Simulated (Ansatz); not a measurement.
Reactions of `CN=CBr`.

Isolated molecules relaxed with PBE0-D4/def2-TZVP in Ansatz; ΔE leaves out vibrations. CCSD(T)/CBS is the MP2 limit (def2-TZVPP, def2-QZVPP) plus CCSD(T) − MP2 in def2-TZVPP, frozen cores. This one scheme is used for every species, atoms too. Double bonds are as drawn, so ΔE can hold a change between cis and trans. Functionals use def2-TZVPP. B3LYP here is the variant with VWN-RPA as its local correlation; programs differ in this. Open shells (•) are unrestricted, without spin–orbit coupling. Spin–orbit coupling would lower the free atoms: a little for C; clearly for Br. For Br, Ge outer-core shells are correlated without core-valence functions, so the limit isn't a true one: a few kJ/mol of doubt a bond, and 10 to 20 or more in all where bonds break to atoms. Scalar relativity is left out up to krypton. One conformer a species, not always the lowest.

```
                                                          reaction  B3LYP-D4 (eV)  ωB97X-V (eV)  PBE-D4 (eV)  r2SCAN-D4 (eV)  CCSD(T)/CBS(def2) (eV)
                               `C/N=C\Br` + `NO` → `CON` + `N=CBr`           0.39          0.32         0.44            0.42                    0.40
                          `C/N=C\Br` → `[CH2]` (triplet) + `N=CBr`           4.47          4.58         4.64            4.33                    4.49
`C/N=C\Br` + `[BH2][GeH2][OH]` → `[BH2][GeH]([CH3])[OH]` + `N=CBr`          -0.30         -0.37        -0.27           -0.30                   -0.39
                                    `C/N=C\Br` + H₂ → `C=NC` + HBr          -0.39         -0.50        -0.26           -0.30                   -0.47
                               `C/N=C\Br` → Br• + 2 C• + 4 H• + N•          30.71         30.57        31.79           30.70                   30.53
                            `C/N=C\Br` + CH₃NH₂ → `C/N=C/NC` + HBr          -0.38         -0.46        -0.34           -0.38                   -0.36
```

Largest T1 diagnostic: 0.012, for `C/N=C/NC`.
